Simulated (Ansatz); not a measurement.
Gas-phase electronic energies from Ansatz, PBE0-D4/def2-TZVP geometries. CCSD(T)/CBS is the MP2 limit (def2-TZVPP, def2-QZVPP) plus CCSD(T) − MP2 in def2-TZVPP, frozen cores. This one scheme is used for every species. DFT in def2-TZVPP. For Se outer-core shells are correlated without core-valence functions, which leaves a few kJ/mol of doubt a bond. Scalar relativity is left out up to krypton. One conformer a species, not always the lowest.

Consider the formal hydrolysis of a B–Se bond: `[SiH3]NB[SeH]` + H₂O → `OBN[SiH3]` + H₂Se.

| level | ΔE (kcal/mol) | difference from CCSD(T)/CBS |
| --- | --- | --- |
| PBE-D4 | -12.5 | 0.0 |
| r2SCAN-D4 | -14.4 | -1.9 |
| PBE0-D4 | -13.0 | -0.5 |
| B2PLYP | -15.0 | -2.5 |
| PBE | -13.2 | -0.7 |
| HF/def2-TZVPP | -18.4 | -5.9 |
| SCS-MP2/def2-TZVPP | -13.6 | -1.1 |
| CCSD(T)/def2-TZVPP | -13.5 | -1.0 |
| SCS-MP2/def2-QZVPP | -13.2 | -0.7 |
| HF/CBS(def2) | -18.6 | -6.1 |
| CCSD(T)/CBS | -12.5 | 0 |

Largest T1 diagnostic among the species: 0.012.

The D4 term adds +1.2 kcal/mol with B3LYP and +0.7 kcal/mol with PBE0; it sums over pairs of atoms, weighted by their polarisabilities, and B3LYP, whose exchange is more repulsive, gets the larger term. In def2-TZVPP, CCSD(T) changes the Hartree–Fock value by +4.9 kcal/mol (the triples alone add +0.8 kcal/mol) and MP2 by +6.2 kcal/mol.

B3LYP here is the variant with VWN-RPA as its local correlation; programs differ in this.
